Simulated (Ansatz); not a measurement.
CdH2 (SMILES [CdH2]) moved off its minimum; all values from Ansatz (a program for electronic structure), cores frozen in correlated methods. Elements past Kr take the def2 small-core potentials, without spin–orbit coupling.
(charge 0, multiplicity 1)
```xyz
3

Cd     0.0076     0.0132     0.0124
H      0.0128     0.0012     1.6844
H     -0.0094    -0.0205    -1.6583
```

Forces at MP2/def2-TZVPPD (eV/Å):

```csv
atom,Fx,Fy,Fz
Cd1,-0.019,-0.075,0.014
H2,0.008,0.036,-0.287
H3,0.012,0.039,0.273
```

Problem. Give the forces (eV/Å), the total energy and the dipole at CCSD(T)/def2-TZVPPD.

Solution. 
| atom | Fx | Fy | Fz |
|---|---|---|---|
| Cd1 | -0.016 | -0.063 | 0.014 |
| H2 | 0.008 | 0.032 | 0.016 |
| H3 | 0.008 | 0.031 | -0.029 |
Energy -168.4558 hartree, dipole 0.07 D.
